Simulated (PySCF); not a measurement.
Job for PySCF: R-MP2/6-31G* on NH3 (SMILES N) with ghost functions, monomers drawn apart or pushed together.

```python
from pyscf import gto, scf, dft, mp
from pyscf.data.elements import chemcore

mol = gto.M(
    atom='''
    N     0.26345380   -0.02254708    0.44609692
    H     1.19578216    0.03114137    0.05176046
    H    -0.17631292   -0.87701481    0.12344239
    H    -0.27657851    0.76685154    0.11019515
    ghost-Br    0.41697702    0.01432547    3.85415895
    ghost-H    0.34887388   -0.00204520    2.34219180
    ''',
    basis='6-31g*',
    cart=True,
    charge=0, spin=0, verbose=3, max_memory=1800)
mf = scf.RHF(mol)
mf.conv_tol = 1e-8
mf.max_cycle = 100
mf.kernel()
if not mf.converged:
    mf = mf.newton().run(mf.mo_coeff, mf.mo_occ)
pt = mp.MP2(mf, frozen=chemcore(mol)).run()
```

Output:

```
converged SCF energy = -56.185129340975
E(RMP2) = -56.35649527671  E_corr = -0.171365935734952
E(SCS-RMP2) = -56.3561409209963  E_corr = -0.17101158002125
```

The run converged.

Cost: about 0.4 core-seconds (a rough figure).
